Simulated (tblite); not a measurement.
Run record: molecular-dynamics run, `C=C(C)PC1CC1`.

Computed with GFN2-xTB (tblite), gas phase: Langevin dynamics at 300 K from the optimised GFN2-xTB geometry, time step 0.5 fs, friction 0.01 fs⁻¹, 2000 steps. The input is one job of a driver script: a line of settings, then coordinates in Å. «temperature» is in K, «steps» counts time steps and «every» is the stride of the printed frames; «frames» go on to single points.

Command:
```bash
OMP_NUM_THREADS=1 python probes_run.py task.json out
```

Input:
```
{"job": {"kind": "md", "xc": "GFN2-xTB", "basis": "xTB", "temperature": 300, "steps": 2000, "every": 50, "frames": 5}, "charge": 0, "multiplicity": 1}
C     -1.876944     0.815991     1.338668
C     -1.451565     0.328035     0.182133
C     -2.041406    -0.887080    -0.463515
P     -0.150255     1.161800    -0.808914
C      1.163090    -0.124515    -0.669307
C      1.699334    -0.539402     0.668786
C      2.550808     0.269670    -0.256210
H     -1.453245     1.704508     1.778332
H     -2.679083     0.349094     1.889589
H     -2.390302    -0.640993    -1.466722
H     -2.875095    -1.275352     0.117219
H     -1.286682    -1.668007    -0.557977
H      0.328591     1.939543     0.251652
H      1.084629    -0.888616    -1.436382
H      1.302096    -0.054169     1.549134
H      1.945869    -1.579435     0.823423
H      3.386984    -0.208313    -0.745142
H      2.734418     1.303558    -0.000704
```

**Question.** Estimate the output. One trajectory will do; the random numbers aren't given.

**Answer.** 
```
t/fs     T/K      E/eV
    0.0   254.5   -568.92220
   25.0   154.1   -568.55008
   50.0   214.2   -568.52952
   75.0   165.5   -568.34683
  100.0   350.2   -568.48385
  125.0   256.0   -568.33299
  150.0   248.0   -568.27045
  175.0   240.2   -568.37050
  200.0   323.5   -568.44191
  225.0   198.6   -568.20985
  250.0   241.7   -568.25416
  275.0   278.4   -568.07028
  300.0   297.8   -568.08753
  325.0   313.7   -568.37115
  350.0   212.8   -568.00894
  375.0   298.9   -568.20305
  400.0   333.1   -568.33017
  425.0   239.4   -568.38937
  450.0   241.8   -568.26657
  475.0   309.1   -568.42076
  500.0   295.4   -568.19033
  525.0   346.7   -568.25418
  550.0   327.7   -568.36990
  575.0   288.9   -568.36865
  600.0   263.9   -568.44544
  625.0   341.4   -568.29518
  650.0   303.1   -568.25332
  675.0   360.7   -568.38921
  700.0   370.2   -568.14158
  725.0   298.9   -568.14285
  750.0   307.9   -568.33339
  775.0   315.2   -568.33016
  800.0   279.3   -568.28007
  825.0   330.5   -568.25400
  850.0   366.1   -568.27934
  875.0   309.6   -568.24807
  900.0   314.3   -567.95097
  925.0   391.2   -568.42779
  950.0   278.5   -568.28153
  975.0   270.4   -568.16014
 1000.0   311.8   -568.26638
```

E is the potential energy; T comes from the kinetic energy over all 3N coordinates.

**Question.** Sum up the printed frames.

**Answer.** 41 frames over 1000 fs. T runs from 154 K (25 fs) to 391 K (925 fs), with a mean of 289 K over all frames and 318 K from 500 fs on. E starts at -568.922 eV, peaks 0.971 eV above that at 900 fs, and averages 0.653 eV above it from 500 fs on.

**Question.** Give the last frame.

**Answer.** 1.19 Å rms from the start after alignment:
```
atom  x, y, z in Å
C1     -1.338   -0.376    1.435
C2     -1.128   -0.382    0.133
C3     -1.720   -1.406   -0.811
P4      0.009    0.761   -0.652
C5      1.446   -0.420   -0.620
C6      2.766   -0.008   -0.071
C7      2.584   -0.146   -1.554
H8     -0.929    0.310    2.208
H9     -1.831   -1.225    1.886
H10    -2.341   -2.071   -0.168
H11    -1.000   -2.054   -1.364
H12    -2.451   -0.786   -1.400
H13     0.295    1.509    0.613
H14     1.196   -1.496   -0.447
H15     2.903    0.967    0.425
H16     3.308   -0.716    0.550
H17     3.023   -0.964   -2.069
H18     2.693    0.751   -2.183
```

The run took 13 s of wall time on one thread of an Arm Neoverse V1 (shared host), and the process peaked at 0.19 GiB of memory.
